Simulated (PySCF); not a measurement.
Input of a run (PBE0-D3(BJ)/def2-SVP geometry optimisation, gas phase (PySCF 2.14.0)), started from a GFN2-xTB structure with every atom displaced at random (by about 0.01 Å):
```
{"job": {"xc": "PBE0", "basis": "def2-SVP", "d3": "d3bj", "grid": 1, "shake": 0.01, "kind": "geom"}, "charge": 0, "multiplicity": 1}
C     -0.495290    -1.360070    -0.037000
C     -0.022750    -0.089540    -0.008110
B      1.519850     0.069920     0.087980
F      2.364240    -0.966990     0.259710
F      2.176690     1.209880    -0.011950
B     -0.988170     1.160130    -0.063040
Cl    -2.578720     0.963740    -0.643520
Cl    -0.471950     2.708130     0.471340
H     -1.577900    -1.514720    -0.096890
H      0.124430    -2.201410     0.020420
```

Output (energies in Eh, forces in Eh/bohr):
```
step   0  E = -1246.22584115  max force = 0.042182
step   1  E = -1246.23006738  max force = 0.010071
step   2  E = -1246.23078261  max force = 0.006120
step   3  E = -1246.23157412  max force = 0.007270
step   4  E = -1246.23181022  max force = 0.001252
step   5  E = -1246.23188270  max force = 0.001047
step   6  E = -1246.23195323  max force = 0.001393
step   7  E = -1246.23197790  max force = 0.000826
step   8  E = -1246.23198106  max force = 0.000344
optimisation converged
```

Problem. Summarise the run.

Solution. The energy falls by 3.9 kcal/mol over 9 energy and gradient evaluations, the largest force component goes from 0.0422 to 3.4e-04 Eh/bohr, and the atoms move by 0.049 Å rms after alignment. The bond that changes most is B6–Cl7 (ends: three-coordinate boron; chlorine bonded to B), which lengthens by 0.053 Å. Bonds longer at the end by more than 0.005 Å: 4 of 9; shorter: 2. Among the angles that change most is F4–B3–F5, from 111.2° to 116.4°. The energy never rose by more than 1e-6 Eh on the way. The first step brought 69 % of the lowering.

Problem. What are the final bond lengths?

Solution. C1=C2 1.351 Å, C2–B3 1.559 Å, B3–F4 1.323 Å, B3–F5 1.315 Å, C2–B6 1.555 Å, B6–Cl7 1.758 Å, B6–Cl8 1.749 Å, C1–H9 1.096 Å, C1–H10 1.096 Å. Numbering counts from 1 in the input's order; the species is `C=C(B(F)F)B(Cl)Cl`.

The run used 130 basis functions and 63 SCF cycles in all. Time: 63 s; peak memory 0.55 GiB. Hardware: one thread of an Arm Neoverse V1, shared host with 32 logical CPUs at a one-minute load of 14.

PBE0-D3(BJ)/def2-SVP frequencies: not computed here.

The values belong to the conformer `[CH2:1]=[C:2]([B:3]([F:4])[F:5])[B:6]([Cl:7])[Cl:8]`: C1–C2–B3–F4 -8°, C1–C2–B6–Cl7 -18°.
